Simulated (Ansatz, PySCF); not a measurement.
Ta(O)(F)(NH2)2 (FH4N2OTa), SMILES [NH2][Ta](=[O])([F])[NH2], multiplicity 1.

The structure is a stationary point at PBE0-D3(BJ)/def2-SVP. The multiplicity is an assumed one; no other spin state was optimised. The structure was generated by enumeration; whether it is a known compound was not checked. The def2 effective core potentials stand for the cores of Ta; spin–orbit coupling is left out. Other conformers were not sampled.

Vertical ionisation energy (IE) and electron affinity (EA) in eV. Rows of orbital energies are one-electron estimates. Where ΔSCF, EOM or ADC give a negative EA the extra electron is unbound and the value depends on the basis.

| level | IE | EA |
|---|---|---|
| −ε(HOMO), −ε(LUMO), ωB97X/def2-TZVP (PySCF) | 10.28 | -1.47 |
| −ε(HOMO), −ε(LUMO), PBE/def2-TZVP (PySCF) | 6.41 | 1.33 |
| ΔSCF, CAM-B3LYP/def2-SVPD (Ansatz), final states of multiplicity 2 and 2 | 10.17 | -0.81 |
| ΔSCF, PBE/def2-SVPD (Ansatz), final states of multiplicity 2 and 2 | … | … |

**Question.** Complete the blanks. (An estimate is asked for; the answer gives what the named calculation found.)

**Answer.** 
- ΔSCF, PBE/def2-SVPD (Ansatz, a first-principles code), final states of multiplicity 2 and 2, IE: 9.58
- ΔSCF, PBE/def2-SVPD (Ansatz), final states of multiplicity 2 and 2, EA: -0.62

**Question.** What vertical singlet–triplet gap does ΔSCF give with CAM-B3LYP/def2-SVPD (Ansatz) and with PBE/def2-SVPD (Ansatz)? (The exact figures need the calculation; the answer reports its results.)

**Answer.** 5.68 and 5.24 eV (triplet above singlet where positive).
